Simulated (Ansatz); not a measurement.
Mulliken charges of Cl4H2In2 (`[Cl][In@H-]1[Cl+][In@@H-]([Cl])[Cl+]1`) from r2SCAN/def2-TZVPP in Ansatz (PBE0-D4/def2-TZVP geometry).

```csv
atom,x (Å),y (Å),z (Å),charge (e)
Cl1,2.024,0.161,-2.423,-0.361
In2,1.826,-0.016,-0.133,0.806
Cl3,0.032,-1.764,0.203,-0.374
In4,-1.772,-0.010,0.458,0.806
Cl5,-2.692,0.167,-1.650,-0.361
Cl6,0.080,1.709,0.475,-0.374
H7,2.997,-0.127,1.084,-0.072
H8,-2.494,-0.121,1.985,-0.072
```

Question: By hand: the dipole of these point charges (1 e Å = 4.8032 D).

Answer: Σ q r = (0.207, -0.101, 1.258) e Å, of length 1.279 e Å = 6.14 D.

Question: How does the dipole of the full density compare? (An estimate is asked.)

Answer: Ansatz gave: (0.127, -0.063, 0.777) e Å, 3.79 D; the point charges give 1.62 times that, at 0° from its direction.

Point charges leave out the atoms' own dipoles, such as those of lone pairs, and Mulliken's split depends on the basis, so the two needn't agree.
